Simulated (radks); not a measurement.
Results of a calculation; reference values are marked as such.
Q: These are the eigenvalues of the occupied orbitals of an atom or ion with whole-number occupations (eV). Code: a radial shooting solver on a logarithmic mesh with Libxc functionals. Model: scalar-relativistic Kohn-Sham, SCAN, spin-polarised, spherical densities, finite nucleus; meta-GGA in the generalised Kohn-Sham scheme; Fermi nuclear charge, rms radius of each element as measured or else 0.836 A^(1/3) + 0.57 fm.

| orbital | eigenvalue |
|---|---|
| 1s up | -69568.95 |
| 1s down | -69568.94 |
| 2s up | -12041.02 |
| 2s down | -12040.89 |
| 2p up | -10528.58 |
| 2p down | -10528.45 |
| 3s up | -2791.374 |
| 3s down | -2791.346 |
| 3p up | -2340.637 |
| 3p down | -2340.596 |
| 3d up | -1821.319 |
| 3d down | -1821.213 |
| 4s up | -588.3072 |
| 4s down | -588.0859 |
| 4p up | -439.7704 |
| 4p down | -439.5553 |
| 4d up | -250.8670 |
| 4d down | -250.5945 |
| 5s up | -90.1268 |
| 5s down | -88.1738 |
| 5p up | -53.9577 |
| 5p down | -51.4429 |
| 4f up | -42.5447 |
| 4f down | -42.0173 |
| 5d up | -14.2010 |
| 6p up | -8.1563 |

Which element is it, and in what charge state? The configuration may be excited. Open shells, if any, are filled with parallel spins first.

A: Z = 74, tungsten, charge +1: W+ in [Xe] 4f14 5d4 6p1. The list shows which subshells hold electrons but not how many an open one holds; the 1s level, -2556.6 hartree, gives Z - s = 71.5 by -(Z - s)^2/2, which with screening and relativity narrows Z to a few neighbours, and the depths of the outer levels then fix element, charge and occupations together.
